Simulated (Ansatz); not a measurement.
Wavefunction ladder for `CS[AsH2]`

```xyz
8

C     0.999    1.010   -0.070
S    -0.328    0.304    0.939
As   -0.982   -1.333   -0.433
H     0.621    1.391   -1.018
H     1.794    0.287   -0.248
H     1.404    1.843    0.507
H    -1.031   -2.429    0.624
H    -2.478   -1.072   -0.302
```

Charge 0, multiplicity 1. Correlated methods include outer-core shells of As, which these sets cover unevenly. Scalar relativity is left out up to krypton. The structure was optimised at the PBE0-D4/def2-TZVP level. Frozen core, restricted reference, Ansatz 0.2.0.

```json
{"basis": "def2-SVP", "HF (Eh)": "-2672.07421", "MP2 corr.": "-0.51537"}
{"basis": "def2-TZVPP", "HF (Eh)": "-2672.54035", "MP2 corr.": "-0.62945"}
{"basis": "def2-QZVPP", "HF (Eh)": "-2672.59915", "MP2 corr.": "-0.93982"}
```

Task: Estimate the CCSD correlation energy and the (T) correction in each basis where they were run (hartree).

Result: 
```json
{"basis": "def2-SVP", "CCSD corr.": "-0.55480", "(T)": "-0.01616"}
{"basis": "def2-TZVPP", "CCSD corr.": "-0.66756", "(T)": "-0.02755"}
```
